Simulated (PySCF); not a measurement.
A structure optimised at PBE0-D3(BJ)/def2-SVP, used in a PySCF frequency run:

```xyz
14

C      0.8539    -1.1063     1.6599
C      0.4086    -0.3872     0.4313
F      1.2203    -0.6193    -0.6471
C     -1.0408    -0.2592     0.0398
O     -1.3157    -0.2893    -1.3190
C     -0.2512     0.9668     0.4602
O      0.0221     1.8814    -0.5234
H      1.8609    -0.7752     1.9557
H      0.1664    -0.8984     2.4920
H      0.8734    -2.1945     1.4933
H     -1.8238    -0.6794     0.6831
H     -0.6571    -0.8598    -1.7379
H     -0.4430     1.4079     1.4456
H     -0.4342     1.5519    -1.3151
```
Charge 0, spin multiplicity 1.

**Question.** Write its SMILES and formula.

**Answer.** C[C@@]1(F)[C@H](O)[C@@H]1O, C4H7FO2

**Question.** What are its rotational constants (standard atomic weights)?

**Answer.** 3.6767, 2.3782, 2.1569 GHz
